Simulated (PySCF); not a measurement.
Species: Ta(NH)(OH)3 (singlet state).
Geometry (PBE0-D3(BJ)/def2-SVP, Å), atoms numbered from 1 in this order:
```
atom  x, y, z in Å
Ta1    0.0167   -0.0123   -0.2407
N2     0.0113    0.0269    1.5296
H3     0.0095    0.0431    2.5409
O4     1.7854    0.3624   -0.8676
H5     2.6136    0.5587   -0.4238
O6    -1.2007    1.3099   -0.8984
H7    -1.7820    1.9412   -0.4687
O8    -0.5305   -1.7489   -0.8282
H9    -0.7907   -2.5504   -0.3687
```

Computed with PySCF 2.14.0, PBE0-D3(BJ)/def2-SVP geometry optimisation, gas phase, def2 core potentials past Kr.

Masses are those of the commonest isotopes; rigid-rotor values at the optimised geometry. The values belong to one conformer.

Problem. What are A, B and C (MHz)?

Solution. Ia = 159.58, Ib = 159.74, Ic = 178.40 u·Å²; 505379 MHz·u·Å²/I gives A = 3167, B = 3164, C = 2833 MHz.

Problem. What kind of rotor is it?

Solution. An oblate symmetric top, as the point group C3v requires two equal moments; the computed ones differ by 0.10 % because the geometry is symmetric only within the optimiser's tolerance; Ray's κ = 0.981.

Problem. What does the inertial defect say?

Solution. Not planar: Δ = Ic − Ia − Ib = -140.93 u·Å². For a rigid frame Δ = −2 Σ m c², so Σ m c² = 70.47 u·Å² lies off the ab plane: 7.95 from hydrogen and 62.51 from heavier atoms. The atom farthest from that plane is 2.79 Å away.

Problem. Where do the R-branch lines fall?

Solution. The dipole of 2.17 D lies along the symmetry axis, so ΔK = 0 and J+1 ← J falls at 2B(J+1) for every K: 6.33 GHz, 12.66 GHz, 18.99 GHz, 25.32 GHz, 31.65 GHz for J = 0 to 4.

Problem. Estimate the classical rotational partition function at 10 K, 298.15 K and 500 K.

Solution. Point group C3v, symmetry number σ = 3; q = (√π/σ)·√((kT/h)³/(ABC)), k/h = 20836.6 MHz/K: 334 at 10 K, 54300 at 298.15 K, 118000 at 500 K.

No frequency check. Constants of a rigid frame at the computed geometry: no zero-point averaging, no centrifugal distortion.
